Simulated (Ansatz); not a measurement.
A relaxation, step by step

CH₄AsN (SMILES C#N.[AsH3]), closed shell, PBE0-D4/def2-TZVP (Ansatz 0.2.0). Settings:

```yaml
hamiltonian: {xc: pbe0, dispersion: d4}
relax: {f_tol: 0.005, max_steps: 200}
```

Start (the SMILES describes the start alone):

```xyz
7
angstrom
C -0.2096 0.1485 -2.6502
N -0.3833 0.7146 -1.6451
H -0.0482 -0.3784 -3.5874
As 0.2293 0.3520 2.4124
H 1.3199 -0.6775 2.0583
H -0.8347 -0.7602 2.4872
H -0.0733 0.6010 0.9247
```

```json
{"step": "1", "energy less the last (meV)": "46.8", "largest force component (eV/Å)": "2.198"}
{"step": "3", "energy less the last (meV)": "1.0", "largest force component (eV/Å)": "0.226"}
{"step": "5", "energy less the last (meV)": "0.3", "largest force component (eV/Å)": "0.013"}
{"step": "7", "energy less the last (meV)": "0.2", "largest force component (eV/Å)": "0.026"}
{"step": "9", "energy less the last (meV)": "0.2", "largest force component (eV/Å)": "0.038"}
{"step": "11", "energy less the last (meV)": "0.2", "largest force component (eV/Å)": "0.011"}
{"step": "13 (rejected trial)", "energy less the last (meV)": "0.2", "largest force component (eV/Å)": "0.049"}
{"step": "15", "energy less the last (meV)": "0.1", "largest force component (eV/Å)": "0.026"}
{"step": "17", "energy less the last (meV)": "0.1", "largest force component (eV/Å)": "0.022"}
{"step": "19", "energy less the last (meV)": "0.1", "largest force component (eV/Å)": "0.036"}
{"step": "21", "energy less the last (meV)": "0.1", "largest force component (eV/Å)": "0.006"}
{"step": "23", "energy less the last (meV)": "0.0", "largest force component (eV/Å)": "0.006"}
{"step": "25", "energy less the last (meV)": "0.0", "largest force component (eV/Å)": "0.008"}
{"step": "27", "energy less the last (meV)": "0.0", "largest force component (eV/Å)": "0.019"}
{"step": "28", "energy less the last (meV)": "0.0", "largest force component (eV/Å)": "0.003"}
```

Step 15, positions (Å) and forces (eV/Å):

```json
{"atom": "C1", "x": "-0.213", "y": "0.174", "z": "-2.664", "Fx": "-0.005", "Fy": "0.020", "Fz": "0.026"}
{"atom": "N2", "x": "-0.378", "y": "0.887", "z": "-1.782", "Fx": "0.004", "Fy": "-0.017", "Fz": "-0.022"}
{"atom": "H3", "x": "-0.058", "y": "-0.491", "z": "-3.486", "Fx": "0.000", "Fy": "-0.003", "Fz": "-0.004"}
{"atom": "As4", "x": "0.217", "y": "0.317", "z": "2.415", "Fx": "0.001", "Fy": "-0.004", "Fz": "0.002"}
{"atom": "H5", "x": "1.331", "y": "-0.663", "z": "2.074", "Fx": "-0.001", "Fy": "0.002", "Fz": "0.000"}
{"atom": "H6", "x": "-0.813", "y": "-0.802", "z": "2.493", "Fx": "0.001", "Fy": "0.002", "Fz": "-0.001"}
{"atom": "H7", "x": "-0.086", "y": "0.578", "z": "0.949", "Fx": "0.000", "Fy": "0.001", "Fz": "-0.002"}
```

Step 17, positions (Å) and forces (eV/Å):

```csv
atom,x,y,z,Fx,Fy,Fz
C1,-0.212,0.174,-2.659,-0.003,0.015,0.019
N2,-0.372,0.896,-1.784,0.004,-0.018,-0.022
H3,-0.063,-0.499,-3.476,-0.001,0.003,0.003
As4,0.214,0.315,2.414,0.000,-0.003,0.001
H5,1.332,-0.659,2.070,-0.001,0.001,0.000
H6,-0.812,-0.808,2.485,0.001,0.001,-0.001
H7,-0.087,0.582,0.949,0.000,0.000,0.000
```

Step 19, positions (Å) and forces (eV/Å):

```json
{"atom": "C1", "x": "-0.211", "y": "0.174", "z": "-2.650", "Fx": "-0.005", "Fy": "0.025", "Fz": "0.031"}
{"atom": "N2", "x": "-0.359", "y": "0.911", "z": "-1.786", "Fx": "0.006", "Fy": "-0.030", "Fz": "-0.036"}
{"atom": "H3", "x": "-0.074", "y": "-0.515", "z": "-3.456", "Fx": "-0.001", "Fy": "0.005", "Fz": "0.006"}
{"atom": "As4", "x": "0.208", "y": "0.310", "z": "2.413", "Fx": "-0.002", "Fy": "-0.004", "Fz": "0.002"}
{"atom": "H5", "x": "1.334", "y": "-0.653", "z": "2.063", "Fx": "-0.001", "Fy": "0.003", "Fz": "-0.002"}
{"atom": "H6", "x": "-0.811", "y": "-0.820", "z": "2.466", "Fx": "0.001", "Fy": "0.002", "Fz": "0.000"}
{"atom": "H7", "x": "-0.089", "y": "0.592", "z": "0.950", "Fx": "0.003", "Fy": "-0.001", "Fz": "0.000"}
```

Last step (28):

```json
{"atom": "C1", "x (Å)": "-0.2130", "y (Å)": "0.1689", "z (Å)": "-2.6118"}
{"atom": "N2", "x (Å)": "-0.3337", "y (Å)": "0.9529", "z (Å)": "-1.7853"}
{"atom": "H3", "x (Å)": "-0.1004", "y (Å)": "-0.5628", "z (Å)": "-3.3827"}
{"atom": "As4", "x (Å)": "0.1885", "y (Å)": "0.2917", "z (Å)": "2.4077"}
{"atom": "H5", "x (Å)": "1.3412", "y (Å)": "-0.6340", "z (Å)": "2.0444"}
{"atom": "H6", "x (Å)": "-0.8114", "y (Å)": "-0.8557", "z (Å)": "2.3762"}
{"atom": "H7", "x (Å)": "-0.0711", "y (Å)": "0.6390", "z (Å)": "0.9514"}
```

The run took about 19 s on 4 CPU threads of an Intel Xeon 6975P-C (shared host).
